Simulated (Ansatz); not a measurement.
Name a neutral molecule of Al, C, N, O and H with HOMO–LUMO gap (ωB97M-V/def2-TZVPP) between 10.30 and 10.60 eV and size of the dipole moment (B3LYP/def2-TZVPP) between 1.65 and 1.95 D (Ansatz, PBE0-D4/def2-TZVP geometry).

`C1[NH][AlH][O]1` (10.32 eV, 1.91 D). Other molecules can fit too; these were computed, each in one conformer that needn't be the lowest.

B3LYP here is the variant with VWN-RPA as its local correlation; programs differ in this.
